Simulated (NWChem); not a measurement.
A series in which one site is exchanged, each optimised at PBE0/def2-SVP with NWChem, gas phase unless a solvent is named. All stand in one matching conformer (torsions within 35°), which need not be the lowest. For some, no frequency run checked for a minimum. def2 effective core potentials on Cd, Te; no spin-orbit coupling.

A: [CdH][O][SiH3] (CdSiH4O; site = Cd)
B: [SiH3][O][ZnH] (ZnSiH4O; site = Zn)
C: [O]([BeH])[SiH3] (BeSiH4O; site = Be)
D: [TeH]O[SiH3] (SiH4TeO; site = Te)

Rank them by dipole (D), PBE0/def2-SVP, lowest first.

C (0.59), D (1.57), B (1.86), A (2.26)
